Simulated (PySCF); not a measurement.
Cl²⁺ (chlorine, charge +2) across methods

[Ne] 3s2 3p2 4s1, high-spin 4P determinant (an excited configuration). All numbers are calculated (PySCF 2.14, the non-relativistic Hamiltonian (point nucleus), in aug-cc-pV(D+d)Z).

```json
{"method": "UHF", "E (hartree)": "-457.41369", "mean ε 3s β (eV)": "-53.566", "mean ε 3p α (eV)": "-45.097", "mean ε 4s α (eV)": "-17.317", "Σ⟨r²⟩ (bohr²)": "27.54", "⟨S²⟩": "3.759"}
{"method": "BHandHLYP", "E (hartree)": "-458.0043", "mean ε 3s β (eV)": "-52.016", "mean ε 3p α (eV)": "-41.880", "mean ε 4s α (eV)": "-16.365", "Σ⟨r²⟩ (bohr²)": "27.18", "⟨S²⟩": "3.754"}
{"method": "PBE", "E (hartree)": "-457.8059", "mean ε 3s β (eV)": "-48.756", "mean ε 3p α (eV)": "-38.436", "mean ε 4s α (eV)": "-15.379", "Σ⟨r²⟩ (bohr²)": "27.03", "⟨S²⟩": "3.752"}
{"method": "PBE0", "E (hartree)": "-457.8394", "mean ε 3s β (eV)": "-50.363", "mean ε 3p α (eV)": "-40.312", "mean ε 4s α (eV)": "-15.959", "Σ⟨r²⟩ (bohr²)": "27.16", "⟨S²⟩": "3.753"}
{"method": "PW91", "E (hartree)": "-457.9747", "mean ε 3s β (eV)": "-48.845", "mean ε 3p α (eV)": "-38.509", "mean ε 4s α (eV)": "-15.430", "Σ⟨r²⟩ (bohr²)": "26.98", "⟨S²⟩": "3.752"}
{"method": "MN15", "E (hartree)": "-457.8562", "mean ε 3s β (eV)": "-50.811", "mean ε 3p α (eV)": "-41.053", "mean ε 4s α (eV)": "-16.191", "Σ⟨r²⟩ (bohr²)": "26.78", "⟨S²⟩": "3.752"}
{"method": "r2SCAN", "E (hartree)": "-457.9415", "mean ε 3s β (eV)": "-49.018", "mean ε 3p α (eV)": "-39.129", "mean ε 4s α (eV)": "-15.364", "Σ⟨r²⟩ (bohr²)": "27.40", "⟨S²⟩": "3.755"}
{"method": "LDA", "E (hartree)": "-456.4826", "mean ε 3s β (eV)": "-48.961", "mean ε 3p α (eV)": "-38.327", "mean ε 4s α (eV)": "-15.532", "Σ⟨r²⟩ (bohr²)": "26.94", "⟨S²⟩": "3.751"}
```

**Question.** Estimate the same row for r2SCAN0.

**Answer.** E (hartree) = -457.9451; mean ε 3s β (eV) = -50.508; mean ε 3p α (eV) = -40.782; mean ε 4s α (eV) = -15.943; Σ⟨r²⟩ (bohr²) = 27.36; ⟨S²⟩ = 3.756.

The outer electron is Rydberg-like, and this basis confines it to a smaller radius and binds it less than a complete one would.
